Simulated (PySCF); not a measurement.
Frontier levels across methods

Species: C₅H₄F₂.
Z-matrix (Å and degrees, PBE0-D3(BJ)/def2-SVP geometry), rows numbered from 1:
```
F 
C   1  1.3227
C   2  1.3474  1  127.32
F   3  1.3230  2  127.90  1     0.03
C   3  1.4886  2  109.37  1  -179.77
C   5  1.4999  3  103.10  2    -0.04
C   6  1.3486  5  109.35  3    -0.07
H   5  1.1050  3  111.70  2  -120.31
H   5  1.1049  3  111.66  2   120.54
H   6  1.0895  5  123.85  3  -179.56
H   7  1.0906  2  123.55  1    -0.40
```

Basis pcSseg-1 throughout (PySCF), one geometry. Isolated species at its PBE0-D3(BJ)/def2-SVP geometry, gas phase.

Problem. How do the orbital energies, the gap and the dipole change with the method?

Solution. 
```tsv
method	kind	HOMO (eV)	LUMO (eV)	gap (eV)	μ (D)	SCF cycles
BLYP	GGA	-5.11	-1.53	3.58	2.24	15
OPBE	GGA	-5.22	-1.58	3.64	2.22	15
BP86	GGA	-5.38	-1.77	3.60	2.28	14
B97-2	global hybrid	-6.19	-0.86	5.33	2.52	14
BHandHLYP	global hybrid	-7.43	0.23	7.66	2.78	12
CAM-B3LYP	range-separated hybrid	-7.74	0.34	8.08	2.61	13
wB97X-D	range-separated hybrid	-8.29	0.97	9.26	2.63	13
HF	Hartree–Fock	-8.81	2.90	11.71	3.05	12
```

The HOMO spans 3.70 eV, from BLYP down to HF, and the gap runs from 3.58 eV (BLYP) to 11.71 eV (HF). Over the methods BLYP (0 %), OPBE (0 %), BP86 (0 %), B97-2 (21 %), BHandHLYP (50 %), HF (100 %), a straight line through the gap against the share of exact exchange rises by 0.81 eV for each 10 % (correlation coefficient 1.000). The dipole ranges from 2.22 D (OPBE) to 3.05 D (HF). This basis has no diffuse functions.
